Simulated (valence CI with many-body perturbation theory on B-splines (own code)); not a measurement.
The numbers below are computed, except where a source is named.
From CI to CI+MBPT in Er⁵²⁺

Level of theory: configuration interaction combined with many-body perturbation theory (CI+MBPT): six valence electrons over a frozen Dirac-Fock core [Ne], radial functions for each j: 9 s, 9 p, 8 d, 6 f, 3 g, 1 h, with the one-electron correlation potential Σ1, the two-electron term Σ2, the three-electron term Σ3, Breit, model QED; selected CI, second order for the rest, scaled by the run's own slope (own B-spline code, finite nucleus).

No measured spectrum was set against this ion. As an estimate, large intervals hold to a few tenths of a per cent, small ones and those within an open d or f shell to about a per cent. Among the levels kept, up to 1000 cm⁻¹ of a level comes from second order outside the variational space, and about a tenth of that is noise between levels of different J, which matters for small intervals.

Each rung adds one term. CI alone is the Dirac-Coulomb CI over the frozen core; QED comes last and gives the full result, which names the levels. Energies are above (3s^2 3p1/2^2 3p3/2^2) J=2 on the same rung, in eV.

Levels are named by their leading jj configuration (3d3/2^4 stands for four electrons in 3d with j = 3/2), which in mixed levels can hold well under half, so a name can repeat and another be missing. Letters in brackets count levels of one name in rising energy.

| Level | CI alone | Σ1 | Σ2 | Σ3 | Breit | QED | Full |
| --- | --- | --- | --- | --- | --- | --- | --- |
| (3s^2 3p1/2^2 3p3/2^2) J=0 | 17.37 | +0.001 | -0.019 | -0.052 | +0.344 | -0.007 | 17.64 |
| (3s^2 3p1/2^2 3p3/2 3d3/2) J=2 | 212.26 | -0.229 | -0.357 | -0.186 | -0.652 | -0.566 | 210.27 |
| (3s^2 3p1/2^2 3p3/2 3d3/2) J=1 | 219.43 | -0.227 | -0.358 | -0.206 | -0.573 | -0.587 | 217.47 |
| (3s^2 3p1/2^2 3p3/2 3d3/2) J=0 | 219.43 | -0.227 | -0.308 | -0.198 | -0.181 | -0.575 | 217.94 |
| (3s^2 3p1/2^2 3p3/2 3d3/2) J=3 | 220.61 | -0.225 | -0.340 | -0.228 | -1.054 | -0.559 | 218.21 |
| (3s^2 3p1/2 3p3/2^3) J=1 | 232.56 | +0.147 | +0.191 | +0.001 | -2.693 | +0.308 | 230.52 |
| (3s^2 3p1/2 3p3/2^3) J=2 | 241.79 | +0.147 | +0.149 | -0.028 | -3.042 | +0.306 | 239.32 |
| (3s^2 3p1/2^2 3p3/2 3d5/2) J=4 | 271.72 | -0.099 | -0.315 | -0.225 | -2.611 | -0.413 | 268.06 |
| (3s^2 3p1/2^2 3p3/2 3d5/2) J=2 | 276.13 | -0.100 | -0.418 | -0.220 | -2.255 | -0.469 | 272.66 |
| (3s^2 3p1/2^2 3p3/2 3d5/2) J=3 | 294.78 | -0.104 | -0.636 | -0.376 | -2.426 | -0.421 | 290.82 |
| (3s^2 3p1/2^2 3p3/2 3d5/2) J=1 | 303.93 | -0.099 | -0.521 | -0.416 | -1.927 | -0.438 | 300.53 |
| (3s 3p1/2^2 3p3/2^3) J=2 | 395.62 | -0.095 | -0.150 | +0.126 | -0.734 | -2.502 | 392.27 |
| (3s 3p1/2^2 3p3/2^3) J=1 | 414.67 | -0.091 | -0.237 | +0.077 | -1.170 | -1.961 | 411.29 |
| (3s^2 3p1/2^2 3d3/2^2) J=2 | 433.20 | -0.455 | -0.656 | -0.410 | -1.314 | -1.147 | 429.22 |
| (3s^2 3p1/2 3p3/2^2 3d3/2) J=2 [a] | 436.74 | -0.081 | -0.165 | -0.133 | -3.692 | -0.253 | 432.41 |
| (3s^2 3p1/2 3p3/2^2 3d3/2) J=0 | 437.65 | -0.081 | -0.139 | -0.135 | -3.516 | -0.278 | 433.51 |
| (3s^2 3p1/2 3p3/2^2 3d3/2) J=1 [a] | 438.48 | -0.083 | -0.211 | -0.129 | -3.245 | -0.502 | 434.31 |
| (3s^2 3p1/2 3p3/2^2 3d3/2) J=3 [a] | 444.47 | -0.079 | -0.184 | -0.171 | -4.185 | -0.247 | 439.60 |
| (3s^2 3p1/2 3p3/2^2 3d3/2) J=4 | 452.84 | -0.081 | -0.173 | -0.221 | -4.618 | -0.250 | 447.50 |
| (3s^2 3p1/2^2 3d3/2^2) J=0 | 453.58 | -0.447 | -0.595 | -0.468 | -0.735 | -1.157 | 450.18 |
| (3s^2 3p1/2 3p3/2^2 3d3/2) J=2 [b] | 463.47 | -0.078 | -0.267 | -0.237 | -3.708 | -0.282 | 458.89 |
| (3s^2 3p1/2 3p3/2^2 3d3/2) J=3 [b] | 477.18 | -0.077 | -0.606 | -0.367 | -4.015 | -0.255 | 471.86 |
| (3s^2 3p3/2^4) J=0 | 480.79 | +0.291 | +0.323 | -0.048 | -5.465 | +0.579 | 476.47 |
| (3s^2 3p1/2 3p3/2^2 3d3/2) J=2 [c] | 482.61 | -0.082 | -0.746 | -0.362 | -3.398 | -0.502 | 477.52 |
| (3s^2 3p1/2 3p3/2^2 3d3/2) J=1 [b] | 486.51 | -0.078 | -0.781 | -0.337 | -3.185 | -0.572 | 481.56 |
| (3s^2 3p1/2 3p3/2^2 3d5/2) J=3 | 492.02 | +0.044 | -0.168 | -0.163 | -5.122 | -0.109 | 486.50 |
| (3s^2 3p1/2 3p3/2^2 3d5/2) J=4 [a] | 492.58 | +0.046 | -0.122 | -0.176 | -5.307 | -0.106 | 486.92 |
| (3s^2 3p1/2^2 3d3/2 3d5/2) J=3 | 495.36 | -0.328 | -0.770 | -0.455 | -3.030 | -1.030 | 489.74 |
| (3s^2 3p1/2 3p3/2^2 3d3/2) J=1 [c] | 498.82 | -0.079 | -0.841 | -0.418 | -3.111 | -0.571 | 493.80 |
| (3s^2 3p1/2 3p3/2^2 3d5/2) J=4 [b] | 504.41 | +0.047 | -0.158 | -0.210 | -5.872 | -0.107 | 498.11 |
| (3s^2 3p1/2^2 3d3/2 3d5/2) J=2 | 505.27 | -0.327 | -0.786 | -0.475 | -2.918 | -1.034 | 499.73 |

The middle columns are the shifts that each term adds.

Q: How does the ionisation energy move along the ladder, and which term matters most?

A: CI alone 4873.2, + Σ1 4874.1, + Σ2 4874.3, + Σ3 4873.6, + Breit 4869.7, + QED 4869.3 eV. The largest step is Breit, -3.9 eV. NIST lists 4866 ± 4 eV (theoretical).
